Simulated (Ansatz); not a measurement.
```yaml
crystal:
  periodic: [false, false, false]
  atoms:
    - {symbol: F, position_ang: [-0.102399, 0.895087, -2.234009]}
    - {symbol: Si, position_ang: [0.853242, 0.580119, -0.976403]}
    - {symbol: Si, position_ang: [-0.370199, -0.631459, 0.627407]}
    - {symbol: F, position_ang: [0.694399, -1.186323, 1.692174]}
    - {symbol: H, position_ang: [1.400144, 1.887110, -0.507298]}
    - {symbol: H, position_ang: [-1.372756, 0.171173, 1.376970]}
    - {symbol: H, position_ang: [-1.041130, -1.783708, -0.024542]}
basis:
  gaussian: {orbitals: cc-pVDZ}
magnetization: {spin_polarized: true, initial_magnetization: 1}
hamiltonian: {xc: {name: HF}}
correlation: {method: mp2, frozen_orbitals: {F: 9}}
```

```sh
$ ansatz run in.yaml --threads 4 --pin off --events-out ev --progress --plain --max-ram 10444MiB
```

Shortened log:

```
Functional definition: HF
  name "HF"
  cite "Fock, Z. Phys. 61, 126 (1930) doi:10.1007/BF01340294"
  parent pbe
  exchange = exact_x
  correlation = 0
Error: "frozen_orbitals" has no count for Si
```

Q: Something in this input is off. What?

A: Frozen orbitals are typed for one element alone, and the program wants a count for each. The input was rejected before any iteration.
